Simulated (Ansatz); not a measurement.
Correlation energies of `F/C=C/C(F)=C(F)F` by basis set

| atom | x (Å) | y (Å) | z (Å) |
| --- | --- | --- | --- |
| F1 | -1.277 | 0.738 | 2.590 |
| C2 | -0.874 | 0.891 | 1.330 |
| C3 | -0.226 | -0.077 | 0.697 |
| C4 | 0.222 | 0.056 | -0.662 |
| F5 | -0.041 | 1.212 | -1.285 |
| C6 | 0.876 | -0.877 | -1.350 |
| F7 | 1.277 | -0.741 | -2.587 |
| F8 | 1.193 | -2.050 | -0.854 |
| H9 | -1.132 | 1.857 | 0.915 |
| H10 | -0.017 | -1.010 | 1.207 |

Total charge 0; spin multiplicity 1. Geometry: relaxed with PBE0-D4/def2-TZVP. It is one conformer, not always the lowest. Frozen core, restricted reference, Ansatz 0.2.0. CBS rows extrapolate triple and quadruple zeta; past MP2 they add the triple-zeta difference.

```csv
basis,HF (Eh),MP2 corr.,CCSD corr.,(T),CCSD(T) total
def2-SVP,?,-1.23752,-1.27166,-0.03464,?
def2-TZVPP,-550.55146,?,-1.61852,-0.06173,?
def2-QZVPP,?,-1.73729,–,–,–
CBS(def2),-550.57861,?,-1.85647,as TZ,?
```

Question: Fill in the withheld values. (An estimate is asked.)

Answer: Computed: def2-SVP HF (Eh): -549.87515; def2-SVP CCSD(T) total: -551.18145; def2-TZVPP MP2 corr.: -1.60059; def2-TZVPP CCSD(T) total: -552.23171; def2-QZVPP HF (Eh): -550.57532; CBS(def2) MP2 corr.: -1.83855; CBS(def2) CCSD(T) total: -552.49681.
